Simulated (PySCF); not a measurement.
## Bond length, frequency and bond energy of SbPb by level of theory

State: ²Π (doublet), unpaired electrons π ↑. Set-up: basis Sb def2-SVP with ECP28, Pb def2-SVP with ECP60; scalar-relativistic core potentials; PySCF 2.14. De refers to Sb + Pb in their high-spin ground configurations, without counterpoise correction. The functionals are run spin-unrestricted. A positive dipole means Sb(−)Pb(+). Levels whose curve was spin-contaminated or gave no clean fit are not listed.

```tsv
Level	Re (Å)	ωe (cm⁻¹)	De (eV)	μ (D)	CPU s a point (SCF and correlation, without the integrals)
UHF-CCSD	2.745	188	1.38	n/a	n/a
UHF-CCSD(T)	2.770	176	1.62	n/a	12
PBE	2.744	188	2.50	1.77	0.82
PW91	2.741	188	2.52	1.75	0.62
r²SCAN	2.726	182	2.12	1.96	1.2
PBE0	2.709	190	2.12	2.02	1.3
B97-3	2.729	189	2.24	2.15	0.76
CAM-B3LYP	2.693	187	2.03	1.96	1.5
```

The bond length runs from 2.693 Å (CAM-B3LYP) to 2.770 Å (UHF-CCSD(T)). De spans 1.38 eV (UHF-CCSD, coupled cluster) to 2.52 eV (PW91, GGA).

Correlated steps freeze 8 core orbitals. Correlated levels converge slowly with the basis: in double zeta they bind strong bonds too weakly, by up to about 1 eV, and carry superposition errors of some tenths. These are scalar-relativistic numbers at best; spin–orbit coupling would shift them, the dissociation energy most. The state is the lowest determinant that a PBE0 search found; another state may lie lower at other levels.

The whole job (state search and all levels along the bond) took about 3.9 min on 1 thread of Arm Neoverse V1 (shared host), peak memory 0.59 GiB.
